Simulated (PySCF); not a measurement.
**Optical rotation: `InChI=1S/C5HBrN2/c6-5(4-8)2-1-3-7/h1H`**

Geometry:
```json
{"atom": "N1", "x (Å)": "-2.757", "y (Å)": "1.815", "z (Å)": "0.366"}
{"atom": "C2", "x (Å)": "-2.124", "y (Å)": "0.898", "z (Å)": "0.105"}
{"atom": "C3", "x (Å)": "-1.363", "y (Å)": "-0.248", "z (Å)": "-0.222"}
{"atom": "C4", "x (Å)": "-0.086", "y (Å)": "-0.323", "z (Å)": "0.024"}
{"atom": "C5", "x (Å)": "1.186", "y (Å)": "-0.383", "z (Å)": "0.300"}
{"atom": "Br6", "x (Å)": "1.820", "y (Å)": "-1.087", "z (Å)": "1.987"}
{"atom": "C7", "x (Å)": "2.202", "y (Å)": "0.031", "z (Å)": "-0.588"}
{"atom": "N8", "x (Å)": "3.040", "y (Å)": "0.358", "z (Å)": "-1.295"}
{"atom": "H9", "x (Å)": "-1.904", "y (Å)": "-1.055", "z (Å)": "-0.703"}
```

Method: TDDFT PBE0/aug-cc-pVDZ circular dichroism and optical rotation, one conformer, gas phase (PySCF). Geometry: GFN2-xTB.

The calculation is non-relativistic, which matters for the atoms heavier than Zn. No stereocentre is labelled: unless the shape is locked (an allene, a helicene, a hindered biaryl), the mirror image is equally populated and a measured rotation or CD is zero.

What is the specific rotation at 633, 589.3, 546, 436, 405, 365, 355 nm?

[α] in deg dm⁻¹ (g/mL)⁻¹:
```
λ (nm)  origin-invariant length gauge  modified velocity gauge  length gauge (centre of mass)  isotropic polarisability (au)
   633                         +249.1                   +247.4                         +247.7                          102.4
 589.3                         +298.6                   +296.6                         +297.0                          103.2
   546                         +365.2                   +362.7                         +363.2                          104.2
   436                         +705.5                   +700.7                         +701.9                          108.8
   405                         +903.1                   +896.9                         +898.5                          111.0
   365                        +1332.7                  +1324.1                        +1326.1                          115.3
   355                        +1494.4                  +1485.2                        +1487.1                          116.7
```

The shortest wavelength is close to the first absorption, where this undamped response comes out too large.

And for the mirror image at 589.3 nm?

-298.6 deg dm⁻¹ (g/mL)⁻¹ (origin-invariant length gauge): the same size and the opposite sign.

What is the molar rotation [Φ] = [α]·M/100 of the geometry above at 589.3 nm?

With M = 168.98 g/mol, +504.6 deg cm² dmol⁻¹ (origin-invariant length gauge).

The first excitation lies at 3.87 eV (321 nm) with R = 0.0 × 10⁻⁴⁰ esu² cm² (velocity form).
